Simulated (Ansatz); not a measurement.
`F[SiH2]C[SiH3]` at its PBE0-D4/def2-TZVP geometry, where that method's forces vanish. Total charge 0; spin multiplicity 1.

```xyz
11

F    -1.4108   -0.2218   -2.5465
Si   -1.1253   -0.4803   -0.9898
C     0.4126    0.4149   -0.4751
Si    0.8733    0.2116    1.3321
H    -2.3050    0.0127   -0.2369
H    -0.9752   -1.9450   -0.8059
H     1.2499    0.0619   -1.0873
H     0.2862    1.4835   -0.6813
H     2.1164    0.9658    1.6396
H     1.0974   -1.2240    1.6485
H    -0.2195    0.7206    2.2026
```

(1) What forces (eV/Å) does PBE-D4/def2-TZVPP give on these atoms in Ansatz? (An estimate is asked.)

## Answers

(1) Ansatz gave: 
```
F1  -0.117  0.097 -0.609
Si2  0.039 -0.089  0.397
C3  -0.001 -0.007  0.023
Si4  0.004 -0.008  0.039
H5  -0.131  0.055  0.101
H6   0.021 -0.169  0.036
H7   0.157 -0.060 -0.114
H8  -0.018  0.198 -0.040
H9   0.128  0.075  0.039
H10  0.024 -0.142  0.037
H11 -0.105  0.050  0.092
```
